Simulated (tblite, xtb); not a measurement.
CH$_{3}$NO, charge +1, doublet, geometry from GFN2-xTB (a state made from the parent by changing its charge; the spin is typed, not shown lowest). Base run: GFN1-xTB (xtb).

Geometry (Å):
```xyz
6

N     -1.0751     0.2043     0.1167
C      0.2116     0.2282    -0.0433
O      1.1082    -0.5561    -0.0941
H     -1.5488    -0.6942     0.2431
H     -1.6644     1.0313     0.1264
H      0.6037     1.3123    -0.1738
```
Charge +1, spin multiplicity 2.
All else is at xtb's defaults.
Base energy -11.02167 Eh.

Programs used: tblite, xtb; a row that names a program was run with it.

Variants of this job, named by their change:

| change | ΔE vs base (mEh) | G_solv (kcal/mol) | SCF cycles |
|---|---|---|---|
| base | 0.000 | - | 12 |
| alpb = dmso | -116.7 | -75.14 | 11 |
| alpb = thf | -104.0 | -66.90 | 12 |
| program = tblite; method = gfn1; option = --grad | 0.000 | - | - |
| file = coord | 0.000 | - | 12 |
| gbsa = acetonitrile | -103.7 | -66.35 | 11 |
| program = tblite; method = gfn1; option = --spin-polarized | -6.866 | - | - |
| program = tblite; method = gfn1; option = (--alpb, water) | -113.8 | - | - |

ALPB and GBSA are two models with their own fitted parameters for each solvent, which aren't always the measured dielectric constant.
